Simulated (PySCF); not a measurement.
F4Ge, charge -1, multiplicity 2. Atoms are numbered in the order given.

```xyz
5

F      1.3845     0.0000     0.9181
Ge     0.0000     0.0000    -0.2270
F     -1.3845     0.0000     0.9181
F      0.0000    -1.8563    -0.5144
F      0.0000     1.8563    -0.5144
```
Charge -1, spin multiplicity 2.

Coordinates come from a B3LYP-D3(BJ)/def2-SVPD optimisation. The spin state was assumed, not searched. The isomer is the one that the SMILES or the coordinates give; other isomers of the formula were not compared.

These are r2SCAN/def2-SVPD (PySCF) values and carry that method's errors.

The molecule is in vacuum.

```json
{
 "total_energy": "-2475.86507 hartree",
 "point_group": "C2v",
 "α spin, highest occupied and lowest empty level": "-0.58 and 4.46 eV",
 "β spin, highest occupied and lowest empty level": "-3.97 and 1.25 eV",
 "dipole_moment_about_the_centre_of_nuclear_charge": "1.03 D",
 "mean_static_polarisability": "44.1 bohr³ (6.54 Å³)",
 "polarisability_principal_values": "40.4, 43.0, 49.0 bohr³",
 "⟨S²⟩": "0.753 (pure state 0.75)"
}
```
